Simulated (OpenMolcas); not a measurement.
An atom or ion with 39 electrons was computed by MS-CASPT2, IPEA 0.25 Eh, imaginary shift 0.1 Eh with spin-orbit coupling (OpenMolcas, ANO-RCC-VTZP, DKH2). The lowest levels that the run gave, each within 12 % of the measured value where one is at hand:

```csv
J,Parity,E (cm-1),g
3/2,even,0.0,0.402
5/2,even,518,1.029
7/2,even,1183,1.238
9/2,even,1951,1.332
3/2,even,8920,1.624
1/2,even,8990,2.426
7/2,even,9500,0.890
5/2,even,9920,1.597
9/2,even,10080,1.099
1/2,even,11080,0.910
3/2,even,11350,1.305
9/2,even,13460,0.924
```

Q: Which ion is it, and what are the configurations and terms?

A: Nb III (Z = 41, charge +2; active space 3 electrons in 5 orbitals (4d)). J, parity and g give the terms where levels are pure, and mixed ones are named by the computed weights; the size of the splittings, set against known spectra of the 39-electron sequence, gives the charge. In order, with the measured energies in cm-1 (the list in Shadmi, J. Res. Natl. Bur. Stand. 70A, 435 (1966)): 4d3 4F 3/2, 4d3 4F 5/2 (516), 4d3 4F 7/2 (1177), 4d3 4F 9/2 (1939), 4d3 4P 3/2 (8608), 4d3 4P 1/2 (8664), 4d3 2G 7/2 (9236), 4d3 4P 5/2 (9594), 4d3 2G 9/2 (9804), 4d3 2P 1/2, 4d3 2P 3/2 [55 %], 4d3 2H 9/2 (12916).

CASPT2 does not keep the components of a term degenerate, so their means are used; among the terms shown or strongly mixed into the levels shown the widest spread is 670 cm-1 (4d3 4F). Levels of configurations with an s electron are missing; early in the row they begin among the upper levels of the d shell and mix with terms of their name. The CASPT2 spread within a term exceeds the gap to the next term for 4d3 4P and 4d3 2G, 4d3 2D(1) and 4d3 2H, so the order of their levels is uncertain. Computed and measured levels are paired by configuration, term and J; levels that our copy of the source lacks, or whose pairing is in doubt (as where it misses far off the trend of its configuration), stay unpaired and out of the deviations. Levels of configurations outside the active space are missing.

A share in square brackets marks a mixed level and gives the weight of the term that names it. A number in round brackets counts repeated terms of one configuration in the order of the reference energies.
